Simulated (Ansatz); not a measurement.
Correlation energies of H9PSi3 (`[SiH3]P([SiH3])[SiH3]`) by basis set

Z-matrix (Å, degrees):
```
Si
P 1 2.246
H 1 1.486 2 108.3
H 1 1.488 2 112.9 3 120.7
H 1 1.486 2 108.3 3 -118.5
Si 2 2.246 1 96.1 3 -168.8
Si 2 2.246 1 96.1 3 -72.0
H 6 1.486 2 108.3 1 -72.0
H 6 1.488 2 112.9 1 48.8
H 6 1.486 2 108.3 1 169.5
H 7 1.488 2 112.9 1 -48.2
H 7 1.486 2 108.3 1 72.5
H 7 1.486 2 108.3 1 -169.0
```

The species carries charge 0 and has multiplicity 1. The geometry is a stationary point of PBE0-D4/def2-TZVP. Frozen core, restricted reference, Ansatz. CBS rows extrapolate triple and quadruple zeta; past MP2 they add the triple-zeta difference.

```json
{"basis": "def2-SVP", "HF (Eh)": "?", "MP2 corr.": "-0.43262", "CCSD corr.": "?", "(T)": "-0.01535", "CCSD(T) total": "?"}
{"basis": "def2-TZVPP", "HF (Eh)": "-1212.83116", "MP2 corr.": "?", "CCSD corr.": "-0.62631", "(T)": "-0.02530", "CCSD(T) total": "?"}
{"basis": "def2-QZVPP", "HF (Eh)": "-1212.86790", "MP2 corr.": "-0.58867", "CCSD corr.": "–", "(T)": "–", "CCSD(T) total": "–"}
{"basis": "CBS(def2)", "HF (Eh)": "-1212.87296", "MP2 corr.": "-0.61875", "CCSD corr.": "-0.69701", "(T)": "as TZ", "CCSD(T) total": "-1213.59527"}
{"basis": "cc-pV(D+d)Z", "HF (Eh)": "-1212.80344", "MP2 corr.": "?", "CCSD corr.": "-0.52091", "(T)": "-0.01595", "CCSD(T) total": "?"}
{"basis": "cc-pV(T+d)Z", "HF (Eh)": "-1212.85329", "MP2 corr.": "-0.54640", "CCSD corr.": "-0.62463", "(T)": "-0.02518", "CCSD(T) total": "-1213.50310"}
{"basis": "cc-pV(Q+d)Z", "HF (Eh)": "-1212.86669", "MP2 corr.": "-0.58687", "CCSD corr.": "–", "(T)": "–", "CCSD(T) total": "–"}
{"basis": "CBS(cc)", "HF (Eh)": "-1212.87072", "MP2 corr.": "-0.61568", "CCSD corr.": "-0.69390", "(T)": "as TZ", "CCSD(T) total": "-1213.58980"}
```

**Question.** Fill in the withheld values. (An estimate is asked.)

**Answer.** The calculation gave: def2-SVP HF (Eh): -1212.40300; def2-SVP CCSD corr.: -0.51269; def2-SVP CCSD(T) total: -1212.93104; def2-TZVPP MP2 corr.: -0.54805; def2-TZVPP CCSD(T) total: -1213.48277; cc-pV(D+d)Z MP2 corr.: -0.43837; cc-pV(D+d)Z CCSD(T) total: -1213.34030.
